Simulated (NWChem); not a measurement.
Program: NWChem. System: diboron tetrafluoride (B2F4), charge 0, spin multiplicity 1, at a geometry optimised with B3LYP/def2-SVP. Level: CR-CCSD(T)/cc-pVDZ, 6 core orbitals frozen.

Job file:

```
start mol
memory heap 100 mb stack 700 mb global 1900 mb
geometry units angstroms nocenter noautoz
  F      0.000000    -1.124344    -1.555462
  B      0.000000     0.000000    -0.861539
  F      0.000000     1.124344    -1.555462
  B      0.000000     0.000000     0.861539
  F      1.124344     0.000000     1.555461
  F     -1.124344     0.000000     1.555461
  symmetry group C2v
end
basis spherical
  * library cc-pvdz
end
scf
  rhf
  nopen 0
  maxiter 100
  thresh 1e-7
  semidirect memsize 60000000 filesize 0
end
tce
  freeze core 6
  cr-ccsd(t)
  2eorb
  2emet 13
  thresh 1e-6
  maxiter 100
  tilesize 24
end
task tce energy
```

NWChem printed:

```
             Northwest Computational Chemistry Package (NWChem) 7.3.0
             --------------------------------------------------------

                                NWChem Input Module
                                -------------------

 Scaling coordinates for geometry "geometry" by  1.889725989
 (inverse scale =  0.529177249)

 Turning off AUTOSYM since
 SYMMETRY directive was detected!

                             Geometry "geometry" -> ""
                             -------------------------

 Output coordinates in angstroms (scale by  1.889725989 to convert to a.u.)

  No.       Tag          Charge          X              Y              Z
 ---- ---------------- ---------- -------------- -------------- --------------
    1 F                    9.0000     0.00000000    -1.12434400    -1.55546200
    2 B                    5.0000     0.00000000     0.00000000    -0.86153900
    3 F                    9.0000     0.00000000     1.12434400    -1.55546200
    4 B                    5.0000     0.00000000     0.00000000     0.86153900
    5 F                    9.0000     1.12434400     0.00000000     1.55546100
    6 F                    9.0000    -1.12434400     0.00000000     1.55546100

 Effective nuclear repulsion energy (a.u.)     202.7003659806

            Nuclear Dipole moment (a.u.)
            ----------------------------
        X                 Y               Z
 ---------------- ---------------- ----------------
     0.0000000000     0.0000000000    -0.0000340151

      Symmetry information
      --------------------

 Group name             C2v
 Group number             16
 Group order               4
 No. of unique centers     4

      Symmetry unique atoms

     1    2    4    5


 Summary of "ao basis" -> "" (spherical)
 ------------------------------------------------------------------------------
       Tag                 Description            Shells   Functions and Types
 ---------------- ------------------------------  ------  ---------------------
 *                          cc-pvdz                   on all atoms

 Summary of "ao basis" -> "ao basis" (spherical)
 ------------------------------------------------------------------------------
       Tag                 Description            Shells   Functions and Types
 ---------------- ------------------------------  ------  ---------------------
 F                          cc-pvdz                  6       14   3s2p1d
 B                          cc-pvdz                  6       14   3s2p1d

                                 NWChem SCF Module
                                 -----------------

  ao basis        = "ao basis"
  functions       =    84
  atoms           =     6
  closed shells   =    23
  open shells     =     0
  charge          =   0.00
  wavefunction    = RHF
  use symmetry    = T
  symmetry adapt  = T

 Summary of "ao basis" -> "ao basis" (spherical)
 ------------------------------------------------------------------------------
       Tag                 Description            Shells   Functions and Types
 ---------------- ------------------------------  ------  ---------------------
 F                          cc-pvdz                  6       14   3s2p1d
 B                          cc-pvdz                  6       14   3s2p1d

      Symmetry analysis of basis
      --------------------------

        a1         34
        a2         10
        b1         20
        b2         20

 Forming initial guess at       0.0s

      Superposition of Atomic Density Guess
      -------------------------------------

 Sum of atomic energies:        -446.60135815

      Non-variational initial energy
      ------------------------------

 Total energy =    -448.012460
 1-e energy   =   -1024.515771
 2-e energy   =     373.802945
 HOMO         =      -0.415535
 LUMO         =       0.047599

      Symmetry analysis of molecular orbitals - initial
      -------------------------------------------------

  Numbering of irreducible representations:

     1 a1          2 a2          3 b1          4 b2

  Orbital symmetries:

     1 a1          2 a1          3 b1          4 b2          5 a1
     6 a1          7 a1          8 a1          9 b1         10 b2
    11 a1         12 a1         13 b1         14 b2         15 a1
    16 b2         17 b1         18 a1         19 a2         20 a2
    21 b1         22 b2         23 a1         24 b1         25 b2
    26 a1         27 a1         28 a1         29 b2         30 b1
    31 b2         32 b1         33 a1

 Starting SCF solution at       0.4s

 ----------------------------------------------
         Quadratically convergent ROHF

 Convergence threshold     :          1.000E-07
 Maximum no. of iterations :          100
 Final Fock-matrix accuracy:          1.000E-09
 ----------------------------------------------

              iter       energy          gnorm     gmax       time
             ----- ------------------- --------- --------- --------
                 1     -447.2589397598  1.43D+00  2.95D-01      0.4
                 2     -447.3672722414  3.49D-01  9.89D-02      0.4
                 3     -447.3775716320  2.15D-02  5.94D-03      0.4
                 4     -447.3776152380  8.40D-05  3.10D-05      0.5
                 5     -447.3776152388  9.39D-09  2.70D-09      0.6

       Final RHF  results
       ------------------

         Total SCF energy =   -447.377615238770
      One-electron energy =  -1026.536323781947
      Two-electron energy =    376.458342562528
 Nuclear repulsion energy =    202.700365980649

        Time for solution =      0.2s

       Symmetry analysis of molecular orbitals - final
[...]
    16 b2         17 b1         18 a1         19 a2         20 a2
    21 b1         22 b2         23 a1         24 b1         25 b2
    26 a1         27 a1         28 b2         29 b1         30 a1
    31 b2         32 b1         33 a1

             Final eigenvalues
             -----------------

              1
    1  -26.3359
    2  -26.3359
    3  -26.3359
    4  -26.3359
    5   -7.7448
    6   -7.7442
    7   -1.6678
    8   -1.6654
    9   -1.6335
   10   -1.6335
   11   -0.8524
   12   -0.8322
   13   -0.7771
   14   -0.7760
   15   -0.7760
   16   -0.7260
   17   -0.7260
   18   -0.7189
   19   -0.6725
   20   -0.6700
   21   -0.6641
   22   -0.6641
   23   -0.5218
   24    0.1127
   25    0.1127
   26    0.2445
   27    0.2720
   28    0.3578
   29    0.3578
   30    0.3763
   31    0.4236
   32    0.4236
   33    0.4540

                       ROHF Final Molecular Orbital Analysis
                       -------------------------------------

 Vector   21  Occ=2.000000D+00  E=-6.641092D-01  Symmetry=b1
              MO Center=  9.1D-16,  3.3D-15,  1.5D+00, r^2= 1.8D+00
   Bfn.  Coefficient  Atom+Function         Bfn.  Coefficient  Atom+Function
  ----- ------------  ---------------      ----- ------------  ---------------
    60      0.369815  5 F  px                74      0.369815  6 F  px
    62     -0.306898  5 F  pz                76      0.306898  6 F  pz
    63      0.237542  5 F  px                77      0.237542  6 F  px
    65     -0.222335  5 F  pz                79      0.222335  6 F  pz

 Vector   22  Occ=2.000000D+00  E=-6.641089D-01  Symmetry=b2
              MO Center= -1.2D-14, -2.9D-15, -1.5D+00, r^2= 1.8D+00
   Bfn.  Coefficient  Atom+Function         Bfn.  Coefficient  Atom+Function
  ----- ------------  ---------------      ----- ------------  ---------------
     5      0.369815  1 F  py                33      0.369815  3 F  py
     6     -0.306898  1 F  pz                34      0.306898  3 F  pz
     8      0.237542  1 F  py                36      0.237542  3 F  py
     9     -0.222335  1 F  pz                37      0.222335  3 F  pz

 Vector   23  Occ=2.000000D+00  E=-5.217867D-01  Symmetry=a1
              MO Center= -9.2D-16,  2.4D-15, -3.4D-07, r^2= 2.1D+00
   Bfn.  Coefficient  Atom+Function         Bfn.  Coefficient  Atom+Function
  ----- ------------  ---------------      ----- ------------  ---------------
    20      0.335327  2 B  pz                48     -0.335327  4 B  pz
     6     -0.225116  1 F  pz                34     -0.225116  3 F  pz
    62      0.225116  5 F  pz                76      0.225116  6 F  pz
    17      0.168823  2 B  s                 45      0.168823  4 B  s
    16      0.165804  2 B  s                 44      0.165804  4 B  s

 Vector   24  Occ=0.000000D+00  E= 1.126518D-01  Symmetry=b1
              MO Center=  6.4D-16,  4.2D-16, -5.8D-01, r^2= 2.7D+00
   Bfn.  Coefficient  Atom+Function         Bfn.  Coefficient  Atom+Function
  ----- ------------  ---------------      ----- ------------  ---------------
    21      0.595273  2 B  px                18      0.435107  2 B  px
    49      0.260099  4 B  px                 7     -0.223823  1 F  px
    35     -0.223823  3 F  px                 4     -0.193307  1 F  px
    32     -0.193307  3 F  px                59     -0.153644  5 F  s
    73      0.153644  6 F  s

 Vector   25  Occ=0.000000D+00  E= 1.126518D-01  Symmetry=b2
              MO Center=  4.8D-16, -1.1D-15,  5.8D-01, r^2= 2.7D+00
   Bfn.  Coefficient  Atom+Function         Bfn.  Coefficient  Atom+Function
  ----- ------------  ---------------      ----- ------------  ---------------
    50      0.595273  4 B  py                47      0.435107  4 B  py
    22      0.260099  2 B  py                64     -0.223823  5 F  py
    78     -0.223823  6 F  py                61     -0.193307  5 F  py
    75     -0.193307  6 F  py                 3      0.153644  1 F  s
    31     -0.153644  3 F  s

 Vector   26  Occ=0.000000D+00  E= 2.444956D-01  Symmetry=a1
              MO Center= -3.1D-16,  7.6D-17,  1.0D-05, r^2= 6.9D+00
   Bfn.  Coefficient  Atom+Function         Bfn.  Coefficient  Atom+Function
  ----- ------------  ---------------      ----- ------------  ---------------
    23      1.469529  2 B  pz                51      1.469533  4 B  pz
    17      0.858490  2 B  s                 45     -0.858485  4 B  s
     3      0.332793  1 F  s                 31      0.332793  3 F  s
    59     -0.332796  5 F  s                 73     -0.332796  6 F  s

 center of mass
 --------------
 x =   0.00000000 y =   0.00000000 z =  -0.00000073

 moments of inertia (a.u.)
 ------------------
         886.482623933040           0.000000000000           0.000000000000
           0.000000000000         886.482623933040           0.000000000000
           0.000000000000           0.000000000000         343.062385688551

  Mulliken analysis of the total density
  --------------------------------------

    Atom       Charge   Shell Charges
 -----------   ------   -------------------------------------------------------
    1 F    9     9.21   2.00  0.90  0.97  3.35  1.99  0.01
    2 B    5     4.58   2.01  0.59  0.15  1.33  0.20  0.30
    3 F    9     9.21   2.00  0.90  0.97  3.35  1.99  0.01
    4 B    5     4.58   2.01  0.59  0.15  1.33  0.20  0.30
    5 F    9     9.21   2.00  0.90  0.97  3.35  1.99  0.01
    6 F    9     9.21   2.00  0.90  0.97  3.35  1.99  0.01

       Multipole analysis of the density wrt the origin
       ------------------------------------------------

     L   x y z        total         open         nuclear
     -   - - -        -----         ----         -------
     0   0 0 0     -0.000000      0.000000     46.000000

     1   1 0 0      0.000000      0.000000      0.000000
     1   0 1 0      0.000000      0.000000      0.000000
     1   0 0 1      0.000003      0.000000     -0.000034

     2   2 0 0    -22.871734      0.000000     81.258460
     2   1 1 0      0.000000      0.000000      0.000000
     2   1 0 1     -0.000000      0.000000      0.000000
     2   0 2 0    -22.871737      0.000000     81.258460
     2   0 1 1     -0.000000      0.000000      0.000000
     2   0 0 2    -26.744286      0.000000    337.547968

                   NWChem Extensible Many-Electron Theory Module
                   ---------------------------------------------


            General Information
            -------------------
      Number of processors :     1
         Wavefunction type : Restricted Hartree-Fock
          No. of electrons :    46
           Alpha electrons :    23
            Beta electrons :    23
           No. of orbitals :   168
            Alpha orbitals :    84
             Beta orbitals :    84
        Alpha frozen cores :     6
         Beta frozen cores :     6
     Alpha frozen virtuals :     0
      Beta frozen virtuals :     0
         Spin multiplicity : singlet
    Number of AO functions :    84
       Number of AO shells :    36
        Use of symmetry is : on
      Symmetry adaption is : on
         Schwarz screening : 0.10D-09

          Correlation Information
          -----------------------
          Calculation type : Coupled-cluster singles & doubles w/ perturbation
   Perturbative correction : Completely renormalized (T)
            Max iterations :      100
        Residual threshold : 0.10D-05
     T(0) DIIS level shift : 0.00D+00
     L(0) DIIS level shift : 0.00D+00
     T(1) DIIS level shift : 0.00D+00
     L(1) DIIS level shift : 0.00D+00
     T(R) DIIS level shift : 0.00D+00
     T(I) DIIS level shift : 0.00D+00
   CC-T/L Amplitude update :  5-th order DIIS
                I/O scheme : Global Array Library
        L-threshold :  0.10D-05
        EOM-threshold :  0.10D-05
 no EOMCCSD initial starts read in
 TCE RESTART OPTIONS
 SLICE:      F
 D4D5:       F
 quantumc:   F
 qrotation:  F
 pwtce:      F
 qducc:      F
 nacto:                         0
 nrotv:                         0
 nrot:                          0

            Memory Information
            ------------------
          Available GA space size is     249029744 doubles
          Available MA space size is     104851084 doubles

 Maximum block size supplied by input
 Maximum block size        24 doubles

 tile_dim =     23

 -------------------------------------------------

 Global array virtual files algorithm will be used

 Parallel file system coherency ......... OK

 4-electron integrals stored in orbital form

 v2    file size   =          2226498
 4-index algorithm nr.  13 is used
 imaxsize =       30
 imaxsize ichop =        0


CCSD iterations
 ---------------------------------------------------------
 Iter          Residuum       Correlation     Cpu    Wall
 ---------------------------------------------------------
    1   0.2121949672031  -0.8939215264283     0.4     0.4
    2   0.0539491449915  -0.8941100213080     0.4     0.4
    3   0.0170460598256  -0.9061248015664     0.4     0.4
    4   0.0074009430762  -0.9074523646599     0.4     0.4
    5   0.0026882170370  -0.9085942295277     0.4     0.4
    6   0.0008652907029  -0.9089152794061     0.4     0.4
    7   0.0005273207135  -0.9089928671217     0.4     0.4
    8   0.0002304763156  -0.9090152709069     0.4     0.4
    9   0.0001496092061  -0.9090164144300     0.4     0.4
   10   0.0000726612546  -0.9090248254284     0.4     0.4
   11   0.0000113701282  -0.9090277146063     0.4     0.4
   12   0.0000044448787  -0.9090302578195     0.4     0.4
   13   0.0000019119508  -0.9090301517796     0.4     0.4
   14   0.0000010221834  -0.9090303227682     0.4     0.4
   15   0.0000004792837  -0.9090302943124     0.4     0.4
 -----------------------------------------------------------------
 Iterations converged
 CCSD correlation energy / hartree =        -0.909030294312430
 CCSD total energy / hartree       =      -448.286645533082492

 Singles contributions

 Doubles contributions
 CR-CCSD(T)

 CR-CCSD[T]  correction energy / hartree =        -0.015420091079295
 CR-CCSD[T] correlation energy / hartree =        -0.924450385391724
 CR-CCSD[T] total energy / hartree       =      -448.302065624161798
 CR-CCSD(T)  correction energy / hartree =        -0.013309533007888
 CR-CCSD(T) correlation energy / hartree =        -0.922339827320317
 CR-CCSD(T) total energy / hartree       =      -448.299955066090376

 Task  times  cpu:       31.3s     wall:       31.3s

 Total times  cpu:       31.4s     wall:       31.4s
```
